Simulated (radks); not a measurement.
The niobium anion Nb- inside a hard spherical wall (all orbitals vanish at R), configuration held at [Kr] 4d4 5s2 and not refilled when levels cross. All-electron calculation, scalar-relativistic Kohn-Sham, PBEsol, spin-polarised, spherical densities, finite nucleus; open shells are filled with parallel spins first (spin-orbit coupling, left out, can overturn this in heavy ions); Fermi nuclear charge, rms radius 4.324 fm. Program: a radial shooting solver on a logarithmic mesh with Libxc functionals. Eigenvalues in eV for spin up, with the zero of energy where the potential of the charges vanishes at infinity; a dash marks a level that is unbound or too diffuse for the functional's potential to be trusted. A positive occupied level is held by the wall or, in an anion where self-interaction has pushed it up, behind a barrier. The pressure on the wall is -dE/dV.

| R (bohr) | E (hartree) | kinetic (hartree) | e(4s) | e(4p) | e(5s) | e(4d) | e(5p, empty) | e(6s, empty) | pressure (GPa) |
|---|---|---|---|---|---|---|---|---|---|
| 15 | -3817.58485 | 3930.278 | -53.785 | -30.017 | 0.137 | 1.247 | 2.412 | 3.017 | 0.00422 |
| 10 | -3817.57518 | 3930.320 | -53.186 | -29.416 | 0.618 | 1.819 | 3.302 | 5.985 | 0.142 |
| 8 | -3817.54886 | 3930.432 | -52.252 | -28.485 | 1.376 | 2.664 | 4.499 | 9.870 | 0.917 |
| 5 | -3817.19182 | 3931.695 | -46.450 | -22.849 | 7.322 | 7.793 | 12.792 | 33.881 | 34.3 |
| 2.5 | -3809.52209 | 3956.323 | -14.246 | 9.210 | 82.849 | 45.494 | 101.65 | 233.01 | 5100 |
| 2 | -3797.25246 | 3992.623 | 14.870 | 41.157 | 174.94 | 84.728 | 200.14 | 429.18 | 24100 |
